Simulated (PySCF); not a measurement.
# Ba⁴⁶⁺ (barium, charge +46) across methods

[Ne], closed-shell 1S. All numbers are calculated (PySCF 2.14, scalar relativity by spin-free X2C-1e, in an uncontracted even-tempered set (19 s from 23 bohr⁻², ratio 2.2; 12 p from 29 bohr⁻², ratio 2.2; 6 d from 120 bohr⁻², ratio 2.4; 5 f from 180 bohr⁻², ratio 2.4; 4 g from 270 bohr⁻², ratio 2.4)).

| method | E (hartree) | mean ε 1s (eV) | mean ε 2s (eV) | mean ε 2p (eV) | Σ⟨r²⟩ (bohr²) | ⟨S²⟩ |
| --- | --- | --- | --- | --- | --- | --- |
| PBE0 | -6018.19 | -40528.6 | -8941.7 | -8371.5 | 0.09273 | 0.000 |
| r2SCANh | -6018.79 | -40515.6 | -8938.9 | -8366.2 | 0.09266 | 0.000 |
| PBE | -6018.08 | -40420.4 | -8903.1 | -8340.3 | 0.09276 | 0.000 |
| UHF | -6018.09477 | -40852.7 | -9055.5 | -8463.4 | 0.09263 | 0.000 |
| r2SCAN | -6018.82 | -40478.1 | -8925.9 | -8355.2 | 0.09267 | 0.000 |
| BLYP | -6018.80 | -40425.5 | -8903.6 | -8341.2 | 0.09274 | 0.000 |

Problem. Estimate the same row for LDA.

Solution. E (hartree) = -6011.51; mean ε 1s (eV) = -40376.2; mean ε 2s (eV) = -8894.6; mean ε 2p (eV) = -8336.4; Σ⟨r²⟩ (bohr²) = 0.09283; ⟨S²⟩ = 0.000.

Spin-orbit coupling, which splits the p, d and f shells strongly at this Z, is absent.
